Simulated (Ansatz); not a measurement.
`OCC[SiH2]S`, relaxed with RKS PBE-D4/def2-SVP in the Gaussian-basis code of Ansatz from a rough embedded geometry. The force threshold is 0.03 eV/Å; the program also tests the step.

The species carries charge 0 and has multiplicity 1.

Start:

```xyz
13

O    -1.629    0.558   -0.370
C    -1.173   -0.413    0.472
C     0.112   -0.944   -0.088
Si    1.683    0.202    0.049
S     1.426    1.799   -1.343
H    -2.563    0.852   -0.070
H    -1.033    0.005    1.476
H    -1.869   -1.212    0.485
H     0.035   -1.182   -1.107
H     0.402   -1.853    0.480
H     1.675    0.768    1.467
H     2.894   -0.517   -0.205
H     0.041    1.938   -1.247
```

(1) How much energy does the relaxation release, and in how many steps? (Estimate.)

(2) Which bonds change most? (An estimate is asked.)

(3) Give the relaxed structure. (Estimate.)

## Answers

(1) The calculation gave: 51.50 kJ/mol, in 11 steps.

(2) Computed: Si4–H12 from 1.431 to 1.505 Å; O1–C2 from 1.363 to 1.426 Å; C3–H9 from 1.049 to 1.111 Å; C2–H8 from 1.060 to 1.118 Å.

(3) The calculation gave: 
```xyz
13

O    -1.490    0.737   -0.209
C    -1.191   -0.492    0.449
C     0.147   -1.006   -0.074
Si    1.537    0.294    0.044
S     1.435    1.723   -1.571
H    -2.266    1.138    0.223
H    -1.119   -0.345    1.555
H    -1.996   -1.248    0.273
H     0.060   -1.319   -1.136
H     0.450   -1.905    0.505
H     1.460    0.939    1.407
H     2.885   -0.362   -0.086
H     0.088    1.844   -1.380
```
